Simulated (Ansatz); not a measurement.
A structure relaxed at PBE0-D4/def2-TZVP, charge 0, multiplicity 1:

```xyz
7

N    -0.8259   -0.7275   -0.4690
Ge    0.1868    0.4821    0.4341
Cl    2.2560    0.5178   -0.2371
H    -0.5524   -1.6919   -0.3428
H    -0.9334   -0.5415   -1.4563
H     0.2333    0.0781    1.9089
H    -0.3645    1.8829    0.1620
```

**Question.** Give its formula and SMILES.

**Answer.** ClGeH4N, `[NH2][GeH2][Cl]`.

**Question.** Point group (tolerance 0.08 Å, 0.16 Å for H)?

**Answer.** Cs.

**Question.** Summarise the bond lengths by kind.

**Answer.** 1 × Ge–N 1.818 Å; 2 × H–N 1.010 Å; 1 × Cl–Ge 2.176 Å; 2 × Ge–H 1.530 Å.

Program: Ansatz 0.2.0.
